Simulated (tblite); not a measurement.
C6H7FN2Si.
Numbering: `[CH3:1][NH:2][Si@H:3]1[CH:4]=[C:5]([F:6])[C:7]([C:8]#[N:9])=[CH:10]1` (hydrogens: H11, H12, H13 on C1; H14 on N2; H15 on Si3; H16 on C4; H17 on C10)

Computed with GFN2-xTB (tblite), gas phase: L-BFGS steps from a force-field or distance-geometry start until the largest atomic force falls under 0.01 eV/Å.

Step 28: E = -779.2462 eV
```
atom  x, y, z in Å  |  force x, y, z in eV/Å
C1     -2.9887   -0.3901    0.1794    0.029  -0.033  -0.008
N2     -1.6301   -0.8240   -0.0742    0.033  -0.019   0.025
Si3    -0.4383    0.2429   -0.7042   -0.073   0.088   0.057
C4      0.4216    1.4472    0.4866   -0.051  -0.064  -0.012
C5      1.6772    1.0341    0.6575   -0.105   0.068  -0.008
F6      2.5644    1.6382    1.4681    0.007  -0.026  -0.013
C7      2.1209   -0.1427   -0.1016    0.015   0.087  -0.016
C8      3.4496   -0.5998   -0.0005    0.095  -0.005  -0.046
N9      4.5309   -0.9773    0.0618   -0.022  -0.012   0.019
C10     1.1835   -0.7044   -0.8838   -0.006  -0.007   0.012
H11    -3.6053   -1.2488    0.4409   -0.010   0.004  -0.009
H12    -3.0445    0.3437    0.9892   -0.069  -0.012  -0.017
H13    -3.3881    0.0582   -0.7284    0.033   0.046   0.040
H14    -1.3294   -1.5026    0.6135    0.000   0.036  -0.047
H15    -0.9750    0.8743   -1.9090    0.081  -0.014   0.052
H16     0.0335    2.3038    1.0127    0.045  -0.041  -0.029
H17     1.4111   -1.5406   -1.5179   -0.002  -0.095   0.000
```

Step 29: E = -779.2484 eV
```
atom  x, y, z in Å  |  force x, y, z in eV/Å
C1     -2.9913   -0.3930    0.1771    0.006  -0.013  -0.024
N2     -1.6327   -0.8268   -0.0787   -0.005  -0.014   0.043
Si3    -0.4367    0.2423   -0.6968   -0.084   0.038   0.076
C4      0.4227    1.4458    0.4935   -0.070  -0.022  -0.017
C5      1.6802    1.0378    0.6560   -0.037   0.057  -0.014
F6      2.5745    1.6525    1.4514   -0.005  -0.037  -0.009
C7      2.1225   -0.1422   -0.0993    0.009   0.059  -0.024
C8      3.4517   -0.5993   -0.0014    0.020   0.036  -0.046
N9      4.5332   -0.9745    0.0568    0.053  -0.043   0.024
C10     1.1838   -0.7098   -0.8764   -0.014   0.009   0.009
H11    -3.6153   -1.2522    0.4226    0.030   0.020   0.014
H12    -3.0486    0.3352    0.9920   -0.062  -0.046   0.002
H13    -3.3889    0.0683   -0.7242    0.040   0.053  -0.004
H14    -1.3369   -1.5100    0.6058    0.017   0.019  -0.037
H15    -0.9759    0.8793   -1.8949    0.077   0.004   0.013
H16     0.0402    2.3095    1.0129    0.038  -0.062  -0.030
H17     1.4106   -1.5511   -1.5062   -0.013  -0.057   0.025
```

Step 30: E = -779.2500 eV
```
atom  x, y, z in Å  |  force x, y, z in eV/Å
C1     -2.9932   -0.3954    0.1747   -0.018   0.011  -0.024
N2     -1.6347   -0.8289   -0.0807   -0.040  -0.004   0.040
Si3    -0.4369    0.2425   -0.6889   -0.059  -0.023   0.064
C4      0.4229    1.4450    0.4983   -0.054   0.012  -0.010
C5      1.6821    1.0416    0.6544    0.027   0.023  -0.030
F6      2.5822    1.6621    1.4389   -0.019  -0.032  -0.003
C7      2.1239   -0.1403   -0.0984    0.001   0.017  -0.043
C8      3.4539   -0.5980   -0.0031   -0.034   0.064  -0.042
N9      4.5353   -0.9730    0.0537    0.084  -0.055   0.023
C10     1.1836   -0.7134   -0.8707   -0.013   0.024   0.015
H11    -3.6227   -1.2539    0.4087    0.050   0.017   0.023
H12    -3.0533    0.3279    0.9940   -0.052  -0.062   0.019
H13    -3.3882    0.0769   -0.7215    0.047   0.051  -0.035
H14    -1.3428   -1.5177    0.5985    0.029  -0.005  -0.013
H15    -0.9760    0.8819   -1.8834    0.067   0.024  -0.024
H16     0.0472    2.3141    1.0122    0.010  -0.050  -0.013
H17     1.4098   -1.5595   -1.4968   -0.026  -0.013   0.052
```

Step 31: E = -779.2515 eV
```
atom  x, y, z in Å  |  force x, y, z in eV/Å
C1     -2.9952   -0.3971    0.1722   -0.037   0.027  -0.015
N2     -1.6371   -0.8308   -0.0811   -0.055   0.002   0.030
Si3    -0.4383    0.2425   -0.6805   -0.019  -0.065   0.029
C4      0.4230    1.4447    0.5020   -0.016   0.031   0.000
C5      1.6838    1.0455    0.6523    0.069  -0.012  -0.044
F6      2.5886    1.6693    1.4286   -0.031  -0.019   0.000
C7      2.1253   -0.1382   -0.0985    0.006  -0.012  -0.053
C8      3.4564   -0.5959   -0.0053   -0.050   0.070  -0.035
N9      4.5375   -0.9722    0.0514    0.064  -0.047   0.019
C10     1.1829   -0.7158   -0.8654   -0.015   0.023   0.015
H11    -3.6284   -1.2549    0.3973    0.048   0.005   0.021
H12    -3.0586    0.3204    0.9960   -0.041  -0.060   0.035
H13    -3.3862    0.0852   -0.7203    0.049   0.042  -0.051
H14    -1.3477   -1.5260    0.5916    0.030  -0.023   0.010
H15    -0.9753    0.8838   -1.8736    0.060   0.035  -0.045
H16     0.0541    2.3181    1.0111   -0.024  -0.024   0.010
H17     1.4083   -1.5666   -1.4877   -0.039   0.027   0.073
```

Q: Estimate the geometry and energy of step 32. (The exact step hangs on the optimiser's Hessian estimate; all steps are aligned on step 31, rigid shifts and turns removed.)

A: E = -779.2533 eV, largest force 0.110 eV/Å
```
atom  x, y, z in Å  |  force x, y, z in eV/Å
C1     -2.9985   -0.3987    0.1689   -0.047   0.037  -0.002
N2     -1.6411   -0.8335   -0.0813   -0.049   0.012   0.012
Si3    -0.4406    0.2414   -0.6701    0.027  -0.082  -0.021
C4      0.4232    1.4444    0.5062    0.042   0.032   0.005
C5      1.6868    1.0502    0.6487    0.080  -0.037  -0.054
F6      2.5960    1.6779    1.4160   -0.036  -0.003   0.004
C7      2.1273   -0.1357   -0.0993    0.012  -0.029  -0.057
C8      3.4598   -0.5927   -0.0087   -0.035   0.055  -0.027
N9      4.5404   -0.9718    0.0490    0.008  -0.022   0.011
C10     1.1816   -0.7183   -0.8587   -0.015   0.018   0.019
H11    -3.6343   -1.2563    0.3840    0.028  -0.011   0.007
H12    -3.0658    0.3101    0.9993   -0.030  -0.046   0.052
H13    -3.3828    0.0962   -0.7197    0.045   0.023  -0.053
H14    -1.3532   -1.5358    0.5835    0.020  -0.042   0.036
H15    -0.9731    0.8871   -1.8628    0.056   0.036  -0.052
H16     0.0615    2.3221    1.0103   -0.057   0.006   0.037
H17     1.4057   -1.5747   -1.4752   -0.051   0.054   0.081
```

The energy changes by -0.0018 eV. The first-order estimate −F·Δx gives -0.0024 eV and the mean of the old and new forces, exact on a quadratic surface, -0.0018 eV. The step makes an angle of 78° with the force vector and moves no atom by more than 0.017 Å.

The cost below is that of the whole relaxation. Time: 1.1 s of wall time. Hardware: an Arm Neoverse N1 with one thread, no GPU, shared host.
